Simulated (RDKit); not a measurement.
Job for RDKit: UFF on BH3O (SMILES BO), a point of a torsion scan.

```python
from rdkit import Chem
from rdkit.Chem import AllChem, rdDetermineBonds

blocks = [
'''5

B    -0.43933056   -0.05513441    0.04404603
O     0.82275662   -0.41021258    0.23898970
H    -1.30005719   -0.83987515   -0.15165669
H    -0.65651276    1.09603280    0.07703943
H     1.03298265   -1.34483504    0.21803467
''',
]
mol = None
for b in blocks:
    f = Chem.MolFromXYZBlock(b)
    rdDetermineBonds.DetermineBonds(f, charge=0)
    mol = f if mol is None else Chem.CombineMols(mol, f)
Chem.SanitizeMol(mol)
print(Chem.MolToSmiles(Chem.RemoveHs(mol)))
ff = AllChem.UFFGetMoleculeForceField(mol, vdwThresh=100.0, ignoreInterfragInteractions=False)
e = ff.CalcEnergy()
print(f'UFF energy {e:.6f} kcal/mol')
```

The log:

```
BO
UFF energy 22.473806 kcal/mol
```

The run finished.

Cost: about 0.010 core-seconds (a rough figure).
